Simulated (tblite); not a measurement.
Start geometry of `C(=C/C(C#CC)=[C]/[S-])/C` [radical] from a force field or distance geometry (Å):
```
atom  x, y, z in Å
C1     3.875    0.106   -0.184
C2     2.413   -0.022   -0.033
C3     1.228   -0.141    0.105
C4    -0.214   -0.247    0.261
C5    -0.781   -1.451    0.227
S6     0.097   -2.989   -0.049
C7    -0.940    0.985    0.482
C8    -2.230    1.038    0.657
C9    -3.054   -0.193    0.634
H10    4.128    0.923   -0.910
H11    4.226   -0.856   -0.551
H12    4.366    0.387    0.777
H13   -0.392    1.918    0.520
H14   -2.688    2.005    0.806
H15   -2.860   -0.901    1.434
H16   -4.121    0.160    0.826
H17   -3.058   -0.711   -0.361
```

Problem. What comes out of this run: tblite 0.8.0, GFN2-xTB geometry optimisation, gas phase?

Solution. 
```
atom  x, y, z in Å
C1     3.910    0.118   -0.193
C2     2.468    0.030   -0.026
C3     1.271   -0.025    0.115
C4    -0.128   -0.221    0.265
C5    -0.641   -1.473    0.197
S6    -0.143   -3.011   -0.020
C7    -0.930    0.954    0.484
C8    -2.260    1.016    0.654
C9    -3.164   -0.177    0.643
H10    4.171    0.894   -0.920
H11    4.306   -0.835   -0.551
H12    4.398    0.359    0.757
H13   -0.370    1.887    0.511
H14   -2.731    1.980    0.812
H15   -2.866   -0.893    1.412
H16   -4.203    0.113    0.811
H17   -3.094   -0.704   -0.311
```

The energy falls by 15.5 kcal/mol over 28 L-BFGS steps, the largest force on an atom goes from 3.86 to 0.009 eV/Å, and the atoms move by 0.096 Å rms after alignment. The bond that changes most is C5–S6 (ends: carbon bonded to C and S; sulfur bonded to C), which shortens by 0.162 Å. Bonds longer at the end by more than 0.005 Å: 7 of 16; shorter: 8. Among the angles that change most is C4–C5–S6, from 124.9° to 139.7°. Rotational constants go from 1742, 888.0, 592.6 to 1705, 864.8, 577.9 MHz. The orientation of the end geometry is arbitrary; only internal coordinates are fixed.

GFN2-xTB frequencies show an imaginary mode (105i cm⁻¹), so the point is no minimum at that level. Whether the extra electron is bound in the gas phase wasn't checked; a finite basis holds it in any case.

One conformer stands for the species.

The numbers are calculated, not measured.
